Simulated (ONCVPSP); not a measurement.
**Which change was made? (Hg, ONCV)**

mercury, optimised norm-conserving Vanderbilt (ONCV), made with ONCVPSP 4.0.1 (PBE, scalar-relativistic). Core [Xe] 4f14, reference 5d10 6s1.75 6p0.25. Waves: 6s: rc 2.00 bohr, ncon 4, nbas 8, qcut 2.9 1/bohr, 1 projector; 6p: rc 3.50 bohr, ncon 4, nbas 8, qcut 2.1 1/bohr, 2 projectors, debl 2.8 Ha; 5d: rc 1.50 bohr, ncon 4, nbas 8, qcut 7.2 1/bohr, 3 projectors, debl 1.2 Ha. Local part: polynomial inside 1.25 bohr (lpopt 5, dvloc0 3 Ha). Core correction: none.

Cutoffs, loose and tight: the cutoffs (Ha) at which the residual kinetic energy of the hardest occupied pseudo-wave falls to 1 and 0.1 mHa per electron. They do not see the model core or the augmentation charge, which bear on the density cutoff. Test errors are all-electron minus pseudo excitation energies from the reference, over the configurations 5d10 6s2 6p0; 5d10 6s1 6p0; 5d10 6s0 6p0; 5d10 6s1.5 6p0; variants that change the core or the reference have their own tests. The largest error is taken over the tests solved by every variant that gives reliable tests at all, those not shown here included: 5d10 6s1 6p0; 5d10 6s1.5 6p0; 5d10 6s2 6p0.

The base gives: outcome: generated; cutoff, loose: 22 Ha; cutoff, tight: 27 Ha; bound ghosts: s; GHOST(+) flags above zero: p; largest test error (meV): -4.5.

Q: After one change the result is: outcome: failed: ERROR pspot: first pseudo wave function has node, program will stop. Which change was it?
A. reference 5d10 6s2; wave 6p: rc 3.50 bohr, ncon 4, nbas 8, qcut 2.1 1/bohr, 2 projectors, debl 2.8 Ha becomes p scattering state at 0.09 Ha: rc 3.50 bohr, ncon 4, nbas 8, qcut 2.1 1/bohr, 2 projectors, debl 2.8 Ha
B. local potential polynomial inside 1.45 bohr (lpopt 2, dvloc0 3 Ha)
C. local potential polynomial inside 1.25 bohr (lpopt 5, dvloc0 -1.5 Ha)
D. s: qcut 4.2

A: D. The others give: local potential polynomial inside 1.45 bohr (lpopt 2, dvloc0 3 Ha) → outcome: generated; cutoff, loose: 22 Ha; cutoff, tight: 27 Ha; bound ghosts: none; GHOST(+) flags above zero: s, p, d; largest test error (meV): -4.1 | local potential polynomial inside 1.25 bohr (lpopt 5, dvloc0 -1.5 Ha) → outcome: generated; cutoff, loose: 22 Ha; cutoff, tight: 27 Ha; bound ghosts: s, p; GHOST(+) flags above zero: none; largest test error (meV): -4.2 | reference 5d10 6s2; wave 6p: rc 3.50 bohr, ncon 4, nbas 8, qcut 2.1 1/bohr, 2 projectors, debl 2.8 Ha becomes p scattering state at 0.09 Ha: rc 3.50 bohr, ncon 4, nbas 8, qcut 2.1 1/bohr, 2 projectors, debl 2.8 Ha → outcome: generated, projector energies reset by the program; cutoff, loose: 22 Ha; cutoff, tight: 25 Ha; bound ghosts: s; GHOST(+) flags above zero: p; largest test error (meV): -10 over the solved tests; 1 of 4 tests not solved or not reliable.
